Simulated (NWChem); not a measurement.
System: GaNH2F2; SMILES [Ga]([F])([F])[NH2]

Here is an NWChem input.

```
start job
memory heap 200 mb stack 900 mb global 1100 mb
geometry units angstroms noautosym nocenter noautoz
  Ga    -0.000139    -0.025596    -0.029921
  F      1.471243    -0.953432     0.043957
  F     -1.477494    -0.943904     0.043778
  N      0.005602     1.753550    -0.150335
  H     -0.838901     2.303068    -0.235795
  H      0.853601     2.297643    -0.235843
end
basis spherical
  Ga library 6-31g*
  F library 6-31g*
  N library 6-31g*
  H library 6-31g*
end
dft
  xc b3lyp
  iterations 150
end
property
  shielding 4 1 2 4 5
  efieldgrad
end
task dft property
```

Coordinates come from a PBE0/def2-SVP optimisation.

GIAO values for the isolated, static molecule; σ is the absolute isotropic shielding, δ = σ(reference) − σ with the isolated reference molecule computed at the same levels (19F: trichlorofluoromethane, 1H: tetramethylsilane, 15N: ammonia).

Atoms are numbered as in the input.

Question: What results follow from this input? (B3LYP/6-31G* (spherical d), GIAO.) Quantities: σ Ga1 (ppm); δ F2 (ppm); δ N4 (ppm); δ H5 (ppm).

Answer: The σ Ga1 (ppm) is 1704.1 and the δ F2 (ppm) comes out as -155.3. The δ N4 (ppm) is 9.7. The δ H5 (ppm) comes out as 0.56.
